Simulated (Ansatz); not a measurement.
Ge₃⁺. The state is a doublet with charge 1. Geometry PBE0-D4/def2-TZVP; atoms count from 1.

```xyz
3

Ge    1.0383   -0.7011   -0.4662
Ge    0.2537    0.8715    1.1704
Ge   -1.2920   -0.1704   -0.7042
```

The charge 1 doublet is spin-contaminated (final ⟨S²⟩ up to 1.32, 0.75 for a pure state). The geometry of the doublet was relaxed on an unsound state (⟨S²⟩ 1.32, where a pure state has 0.75). The structure comes from a short search, and lower isomers may exist.

Problem. Estimate the Mulliken populations from the PBE0/def2-TZVP orbitals of Ansatz.

Solution. 
```json
{"atom": "Ge1", "charge (e)": "0.28", "spin (α − β)": "0.97"}
{"atom": "Ge2", "charge (e)": "0.36", "spin (α − β)": "0.01"}
{"atom": "Ge3", "charge (e)": "0.36", "spin (α − β)": "0.01"}
```
Mulliken values and Mayer orders depend strongly on the basis.

Problem. Where does the spin sit?

Solution. Summed by element: Ge 1.00, of 1 unpaired in all. Largest on single atoms: Ge1 0.97, Ge2 0.01, Ge3 0.01.

Problem. And the Mayer bond orders between bonded heavy atoms (over 0.3)?

Solution. Ge1–Ge2 1.19 (2.40 Å); Ge1–Ge3 1.19 (2.40 Å); Ge2–Ge3 0.91 (2.64 Å).
